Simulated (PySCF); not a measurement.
SMILES C=Cc1ccc(O[SiH3])s1 (C₆H₈OSSi) (GFN2-xTB optimised geometry):

```
17

C     -2.300    -2.993     0.000
C     -0.971    -3.046     0.000
C     -0.098    -1.906     0.000
C      1.270    -1.906     0.000
C      1.845    -0.621     0.000
C      0.911     0.373     0.000
O      1.147     1.676     0.000
Si     0.134     2.959    -0.006
S     -0.705    -0.266     0.000
H     -2.822    -2.051     0.000
H     -2.902    -3.884     0.001
H     -0.459    -4.000     0.001
H      1.853    -2.810     0.000
H      2.902    -0.427     0.000
H     -0.704     2.926    -1.204
H      1.147     4.000    -0.002
H     -0.715     2.929     1.185
```

Computed with PySCF with CAM-B3LYP/def2-SVP.

### Question
What are the frontier orbital energies and the dipole moment?

### Answer
HOMO-2 -9.56 eV, HOMO-1 -8.53 eV, HOMO -6.88 eV, LUMO 0.22 eV, LUMO+1 1.06 eV; dipole moment 0.65 D.

On the same geometry PySCF with PBE/def2-SVP gives HOMO-2 -6.92 eV, HOMO-1 -6.20 eV, HOMO -4.81 eV, LUMO -1.66 eV, LUMO+1 -1.06 eV; dipole moment 0.91 D.

Meta-Löwdin charges at CAM-B3LYP/def2-SVP: C1 -0.25, C2 -0.08, C3 -0.11, C4 -0.12, C5 -0.19, C6 0.12, O7 -0.54, Si8 0.77, S9 0.18, H10 0.10, H11 0.11, H12 0.11, H13 0.11, H14 0.12, H15 -0.12, H16 -0.10, H17 -0.12.
